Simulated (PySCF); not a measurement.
Compound: C2H4AlBr.
Geometry (PBE0-D3(BJ)/def2-SVP, Å), atoms numbered from 1 in this order:
```
atom  x, y, z in Å
C1    -1.4505    0.0674    0.2436
C2    -0.3507   -0.5182   -0.2579
Al3    1.3810    0.2996   -0.0053
Br4    3.1862   -0.6536   -0.9708
H5    -2.4563   -0.3536    0.1179
H6    -1.4028    1.0063    0.8109
H7    -0.4813   -1.4559   -0.8145
H8     1.5850    1.6167    0.8455
```

Computed, not measured: PBE0-D3(BJ)/def2-SVP geometry optimisation, gas phase (PySCF).

Which atoms are bound to Al3, and at what distances?

3 atoms: H8 1.581 Å, C2 1.932 Å, Br4 2.258 Å. The nearest atom not counted as bound is H7, at 2.68 Å.

List the angles at Al3.

```json
{"angle": "C2–Al3–H8", "degrees": "122.6", "distance of the outer atoms (Å)": "3.09"}
{"angle": "C2–Al3–Br4", "degrees": "118.8", "distance of the outer atoms (Å)": "3.61"}
{"angle": "Br4–Al3–H8", "degrees": "118.6", "distance of the outer atoms (Å)": "3.32"}
```

What is the shape at Al3?

Planar: angles 122.6°, 118.8° and 118.6°, sum 360.0°, 0.00 Å off the plane of its three neighbours.

What are the other bond lengths?

C1=C2 1.343 Å; C1–H5 1.098 Å; C1–H6 1.098 Å; C2–H7 1.098 Å.

Give some angles away from the centre.

C1–C2–Al3 120.0°.

What are the rotational constants (commonest isotopes, rigid rotor)?

A = 18641, B = 1250, C = 1171 MHz: a near-prolate asymmetric top.

Point group: near Cs, missed by 0.12 Å at most; the miss may be what the optimiser left on a soft mode. Charge 0, singlet. No frequency check.

One conformer stands for the species.
